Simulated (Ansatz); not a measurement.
Cost and result up the ladder for AsMe3 (C3H9As) (13 atoms). Charge 0, multiplicity 1. Geometry: B3LYP-D4/def2-SVP.

```xyz
13

As    0.4016    0.8834   -0.3981
C    -0.4014   -0.4802   -1.5952
H    -1.2334   -0.0289   -2.1569
H    -0.7769   -1.3452   -1.0264
H     0.3551   -0.8237   -2.3171
C    -1.0934    0.9609    0.9042
H    -1.4000   -0.0467    1.2264
H    -1.9536    1.4697    0.4433
H    -0.7810    1.5421    1.7851
C     1.5493   -0.3609    0.6370
H     1.9681    0.1667    1.5074
H     2.3843   -0.6993    0.0050
H     0.9814   -1.2379    0.9852
```

Ansatz on 2 threads of Intel Xeon Platinum 8375C on a shared host. Times are rough, and most runs start from the orbitals of an earlier one. ωB97M-V/def2-TZVP serves as the yardstick here, not as an exact answer. Differences are given only for rows in sets of like size (and for xTB, whose basis is part of the method), since another set adds its own error. Binding counts from free atoms at the same level (As quartet, C triplet, H doublet; other spins of the atoms weren't run), without zero-point energy or a counterpoise term.

LC-ωPBE has ω = 0.4 bohr⁻¹. B3LYP takes the VWN-RPA correlation. HSE06 is defined as in plane-wave codes, on full-range PBE exchange.

| level | functions | wall time |
| --- | --- | --- |
| HF/STO-3G | 42 | 0.3 s |
| PBE-D4/def2-SVP | 119 | 1.5 s |
| LDA (SPW92)/def2-TZVP | 195 | 1.6 s |
| PBE-D4/def2-TZVP (with forces) | 195 | 3.1 s |
| LC-ωPBE/def2-TZVP | 195 | 3.3 s |
| B3LYP-D4/def2-TZVP | 195 | 3.4 s |
| BHLYP-D4/def2-TZVP | 195 | 3.6 s |
| PBE-D4/def2-TZVPD | 246 | 3.7 s |
| r2SCAN-D4/def2-TZVP | 195 | 3.9 s |
| PBE0-D4/def2-TZVPD | 246 | 5.5 s |
| HSE06-D4/def2-TZVP (with forces) | 195 | 6 s |
| B97M-V/def2-TZVP | 195 | 8.5 s |
| ωB97X-V/def2-TZVP | 195 | 9 s |
| ωB97M-V/def2-TZVP | 195 | 9.5 s |

Task: Estimate what each level gives for the binding energy per atom (eV).

Result: 
| level | binding energy per atom (eV) | difference from ωB97M-V/def2-TZVP (eV) |
| --- | --- | --- |
| HF/STO-3G | 3.59 | – |
| PBE-D4/def2-SVP | 3.78 | – |
| LDA (SPW92)/def2-TZVP | 4.19 | 0.48 |
| PBE-D4/def2-TZVP (with forces) | 3.77 | 0.05 |
| LC-ωPBE/def2-TZVP | 3.68 | -0.03 |
| B3LYP-D4/def2-TZVP | 3.73 | 0.01 |
| BHLYP-D4/def2-TZVP | 3.64 | -0.07 |
| PBE-D4/def2-TZVPD | 3.77 | 0.05 |
| r2SCAN-D4/def2-TZVP | 3.72 | 0.00 |
| PBE0-D4/def2-TZVPD | 3.72 | 0.01 |
| HSE06-D4/def2-TZVP (with forces) | 3.72 | 0.01 |
| B97M-V/def2-TZVP | 3.72 | 0.00 |
| ωB97X-V/def2-TZVP | 3.73 | 0.01 |
| ωB97M-V/def2-TZVP | 3.72 | 0.00 |
